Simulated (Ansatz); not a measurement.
Reaction (cleavage of the Si–Si bond): `OC[SiH2][SiH3]` + `BN` → `BN[SiH2]CO` + SiH₄

Isolated molecules relaxed with PBE0-D4/def2-TZVP in Ansatz; ΔE leaves out vibrations. CCSD(T)/CBS adds triple-zeta CCSD(T) − MP2 to the extrapolated MP2 energy (def2 sets, frozen cores). This one scheme is used for every species. Functionals use def2-TZVPP. Each species was taken in one conformer, which may not be the lowest.

Is it downhill or uphill in electronic energy at CCSD(T)/CBS, and by how much? (Estimate.)

The calculation gave: Downhill: ΔE = -43.2 kJ/mol.

What do these levels give: PBE-D4, r2SCAN-D4, ωB97X-V, ωB97M-V, B2PLYP, PBE, r2SCAN, CCSD(T)/def2-TZVPP, HF/def2-QZVPP, MP2/def2-QZVPP, SCS-MP2/def2-QZVPP, HF/CBS(def2)? (Estimate.)

Computed: PBE-D4 -20.6, r2SCAN-D4 -34.4, ωB97X-V -40.5, ωB97M-V -45.7, B2PLYP -44.3, PBE -19.5, r2SCAN -34.1, CCSD(T)/def2-TZVPP -44.0, HF/def2-QZVPP -60.3, MP2/def2-QZVPP -50.8, SCS-MP2/def2-QZVPP -53.3, HF/CBS(def2) -60.5 kJ/mol.

Largest T1 diagnostic among the species: 0.012.

From PBE to PBE0 (25 % exact exchange), in def2-TZVPP and without D4, ΔE moves by −6.5 kJ/mol. In def2-TZVPP, CCSD(T) changes the Hartree–Fock value by +15.2 kJ/mol (the triples alone add +1.9 kJ/mol) and MP2 by +8.3 kJ/mol.
